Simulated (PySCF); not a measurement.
**Correlation energy of Ge⁺ (germanium, charge +1)**

[Ar] 3d10 4s2 4d1, 2D determinant (an excited configuration). All numbers are calculated (PySCF 2.14, scalar relativity by spin-free X2C-1e, in x2c-TZVPPall with one added diffuse shell each of s, p, d type (7s6p5d1f, 57 functions)). Frozen: [Ne]; 21 electrons correlated.

```json
{"level": "CCSD", "correlation energy (mhartree)": "-322.16"}
{"level": "(T)", "correlation energy (mhartree)": "-29.99"}
{"level": "CCSD(T)", "correlation energy (mhartree)": "-352.15"}
```

Diagnostics: T1 = 0.031, D1 = 0.1978, largest double amplitude 0.556.

The outer electron is Rydberg-like, and this basis confines it to a smaller radius and binds it less than a complete one would. T1 exceeds 0.03, a sign that the reference determinant is poor. A double-excitation amplitude exceeds 0.15, a sign of near-degeneracy.

Cost of the coupled-cluster step: roughly 23 core-seconds, for 21 correlated electrons.

Iterations:

```
CC2 = 0
CCSD nocc = (np.int64(11), np.int64(10)), nmo = (52, 52)
frozen orbitals [[0, 1, 2, 3, 4], [0, 1, 2, 3, 4]]
max_cycle = 100
direct = 0
conv_tol = 1e-08
conv_tol_normt = 1e-06
diis_space = 8
diis_start_cycle = 0
Init t2, MP2 energy = -0.310334725575598
Init E_corr(UCCSD) = -0.310334725692688
cycle = 1  E_corr(UCCSD) = -0.284464129492261  dE = 0.0258705962  norm(t1,t2) = 0.100157
cycle = 2  E_corr(UCCSD) = -0.301972477163906  dE = -0.0175083477  norm(t1,t2) = 0.0706383
cycle = 3  E_corr(UCCSD) = -0.301566592416761  dE = 0.000405884747  norm(t1,t2) = 0.0618085
cycle = 4  E_corr(UCCSD) = -0.318315825190038  dE = -0.0167492328  norm(t1,t2) = 0.0547841
cycle = 5  E_corr(UCCSD) = -0.319595011936392  dE = -0.00127918675  norm(t1,t2) = 0.0239371
cycle = 6  E_corr(UCCSD) = -0.323201893864203  dE = -0.00360688193  norm(t1,t2) = 0.0108759
cycle = 7  E_corr(UCCSD) = -0.321857761467519  dE = 0.0013441324  norm(t1,t2) = 0.00520443
cycle = 8  E_corr(UCCSD) = -0.322234996410853  dE = -0.000377234943  norm(t1,t2) = 0.001221
cycle = 9  E_corr(UCCSD) = -0.322119351516777  dE = 0.000115644894  norm(t1,t2) = 0.000276645
cycle = 10  E_corr(UCCSD) = -0.322165768459414  dE = -4.64169426e-05  norm(t1,t2) = 0.000167591
cycle = 11  E_corr(UCCSD) = -0.322161435539101  dE = 4.33292031e-06  norm(t1,t2) = 1.96358e-05
cycle = 12  E_corr(UCCSD) = -0.322161765259024  dE = -3.29719923e-07  norm(t1,t2) = 3.94021e-06
cycle = 13  E_corr(UCCSD) = -0.322161865749115  dE = -1.00490092e-07  norm(t1,t2) = 6.45119e-07
cycle = 14  E_corr(UCCSD) = -0.322161823635585  dE = 4.21135302e-08  norm(t1,t2) = 2.55012e-07
cycle = 15  E_corr(UCCSD) = -0.322161820501498  dE = 3.1340871e-09  norm(t1,t2) = 1.27842e-07
UCCSD converged
E(UCCSD) = -2096.769353095785  E_corr = -0.3221618205014981
UCCSD(T) correction = -0.0299949951923216
```

This basis was not built for core-valence correlation, so the inner-shell part is incomplete.
